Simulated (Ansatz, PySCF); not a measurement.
C4H4ClF, SMILES C=C(Cl)/C=C\F.

Coordinates come from a B3LYP-D3(BJ)/def2-SVP optimisation. The structure was generated by enumeration; whether it is a known compound was not checked. The values are those of a single conformer.

Vertical ionisation energy (IE) and electron affinity (EA) in eV. Rows of orbital energies are one-electron estimates. Where ΔSCF, EOM or ADC give a negative EA the extra electron is unbound and the value depends on the basis.

```
level                                                                       IE     EA
------------------------------------------------------------------------  ----  -----
−ε(HOMO), −ε(LUMO), CAM-B3LYP/def2-TZVP (PySCF)                           8.17   0.18
−ε(HOMO), −ε(LUMO), PBE/def2-TZVP (PySCF)                                 5.85   2.15
ΔSCF, CAM-B3LYP/def2-SVPD (Ansatz), final states of multiplicity 2 and 2     ?      ?
ΔSCF, PBE/def2-SVPD (Ansatz), final states of multiplicity 2 and 2        8.81  -0.48
```

**Question.** What belongs in the gaps? (Estimate from the structure and the level; the computed values follow.)

**Answer.** 
- ΔSCF, CAM-B3LYP/def2-SVPD (Ansatz, a quantum-chemistry and plane-wave program), final states of multiplicity 2 and 2, IE: 9.07
- ΔSCF, CAM-B3LYP/def2-SVPD (Ansatz), final states of multiplicity 2 and 2, EA: -0.45

**Question.** What vertical singlet–triplet gap does ΔSCF give with CAM-B3LYP/def2-SVPD (Ansatz) and with PBE/def2-SVPD (Ansatz)? (Estimate from the structure and the level; the computed values follow.)

**Answer.** 3.14 and 3.03 eV (triplet above singlet where positive).
